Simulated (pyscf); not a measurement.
Hydrogen shift: `[CH2][InH2]` [doublet] -> `[CH3][InH]` [doublet]

Gas phase, doublet surface, charge 0. Bonds broken: In1–H4. Bonds formed: C3–H4. Single points on ωB97X-D3(BJ)/def2-SVP structures (PySCF, gas phase). Correlated levels are frozen-core, on RHF or UHF. ΔMP2 is the change of the MP2 total energy from the triple- to the quadruple-zeta basis.

Transition state (Å):

```xyz
6

In    -1.1065     0.5999     1.2186
H     -0.3318     0.1738     2.6838
C     -1.4330    -0.2705    -0.6636
H     -2.7059     0.6567     0.3450
H     -1.6115    -1.3352    -0.8834
H     -1.6975     0.4034    -1.4884
```

One imaginary mode, 1644i cm⁻¹; descent along it reached the two sides named.

```csv
bond,change,reactant side (Å),saddle,product side
In1–H4,breaks,1.727,1.823,2.8
C3–H4,forms,3.3,1.870,1.102
```

Electronic energies relative to the reactant's lowest minimum found (kcal/mol):

```json
[
 {"level": "ωB97X-D3(BJ)/def2-TZVP", "barrier": "38.8", "reaction energy": "-29.4", "reverse barrier": "68.2"},
 {"level": "PBE/def2-TZVP", "barrier": "27.9", "reaction energy": "-33.7", "reverse barrier": "61.6"},
 {"level": "r²SCAN/def2-TZVP", "barrier": "32.4", "reaction energy": "-30.3", "reverse barrier": "62.7"},
 {"level": "B3LYP-D3(BJ)/def2-TZVP", "barrier": "33.3", "reaction energy": "-32.3", "reverse barrier": "65.6"},
 {"level": "PBE0-D3(BJ)/def2-TZVP", "barrier": "33.7", "reaction energy": "-32.1", "reverse barrier": "65.8"},
 {"level": "M06-2X/def2-TZVP", "barrier": "35.2", "reaction energy": "-35.0", "reverse barrier": "70.2"},
 {"level": "ωB97M-D3(BJ)/def2-TZVP", "barrier": "36.7", "reaction energy": "-31.4", "reverse barrier": "68.1"},
 {"level": "HF/def2-TZVP", "barrier": "49.6", "reaction energy": "-23.6", "reverse barrier": "73.3"},
 {"level": "MP2/def2-QZVPP", "barrier": "39.1", "reaction energy": "-33.5", "reverse barrier": "72.6"},
 {"level": "CCSD/def2-TZVPP", "barrier": "38.0", "reaction energy": "-29.6", "reverse barrier": "67.6"},
 {"level": "CCSD(T)/def2-TZVPP", "barrier": "35.1", "reaction energy": "-30.5", "reverse barrier": "65.6"},
 {"level": "CCSD(T)/def2-TZVPP + ΔMP2(QZVPP)", "barrier": "34.4", "reaction energy": "-30.7", "reverse barrier": "65.1"}
]
```

With CCSD(T)/def2-TZVPP + ΔMP2(QZVPP) energies and thermal terms (ideal gas, 1 atm, RRHO with modes under 100 cm⁻¹ raised to 100, one conformer, R ln 2 for rigid chiral ones), in kcal/mol:

```csv
T (K),ΔH‡,ΔG‡,ΔH,ΔG
298,33.4,33.1,-27.3,-27.8
600,32.8,33.1,-27.8,-28.2
900,32.3,33.4,-28.3,-28.2
1200,31.7,33.9,-28.7,-28.1
```

This is the saddle that the search found; another between the same sides may lie lower. The CCSD(T) − MP2 part came from Ansatz, without density fitting, on the same reference. A UHF reference is spin-contaminated (<S²> up to 0.94), which harms MP2 most. The frozen core leaves the outer d or s,p core shells of the metals and heavy elements correlated in the MP2 and CC values, and def2-TZVPP describes them poorly, which can shift differences by a few kcal/mol. Elements past Kr carry the def2 core potentials, without spin-orbit coupling.
